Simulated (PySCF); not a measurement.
C₇H₉OP.
Atom-mapped SMILES: `[CH2:1]=[CH:2][P@:3]1(=[O:4])[CH:5]=[CH:6][C:7]([CH3:8])=[CH:9]1`

NICS = −σ at a ghost point: NICS(0) at the centroid of the ring atoms, NICS(1) 1 Å to either side along the normal of their mean plane, zz for the tensor component along that normal. Level: GIAO PBE0/pcSseg-1 (PySCF, non-relativistic, gas phase) on the GFN2-xTB geometry, one conformer.

Ring bond lengths (Å), with Mayer bond orders in brackets: P3–C5 1.821 (0.86), C5–C6 1.334 (1.80), C6–C7 1.465 (1.02), C7–C9 1.340 (1.77), C9–P3 1.815 (0.87).

Q: What do the NICS probes read (ppm)?

A: 
```
          ring                                                     type  NICS(0)  NICS(1), two faces  NICS(1)zz, two faces  rms pucker (Å)  centre to ring atoms, mean (Å)
P3–C5–C6–C7–C9  5-membered ring with P; formal bonds 2 double, 3 single      1.0         -1.4 / -2.5             1.7 / 1.6            0.01                            1.32
```

Q: What can be read from them?

A: 
- P3–C5–C6–C7–C9: mean NICS(1)zz 1.6 ppm, near zero. P3 has four or more neighbours, so the value isn't read as a sign of a π ring current.

Q: What is the mean of the two in-plane components of NICS at the second NICS(1) probe listed for ring P3–C5–C6–C7–C9, 1 Å off the ring?

A: The isotropic value is a third of the trace: (3 × -2.5 − (1.6))/2 = -4.5 ppm.

Q: List the ring angles and the Hirshfeld charges of the ring atoms.

A: 
- P3–C5–C6–C7–C9: P3 91.0° (+0.415 e), C5 109.1° (-0.093 e), C6 115.7° (-0.035 e), C7 114.1° (+0.021 e), C9 110.0° (-0.111 e); sum 540.0° against 540° for a flat convex ring.

The values belong to the conformer `[CH2:1]=[CH:2][P@:3]1(=[O:4])[CH:5]=[CH:6][C:7]([CH3:8])=[CH:9]1`: C1–C2–P3–O4 -1°.
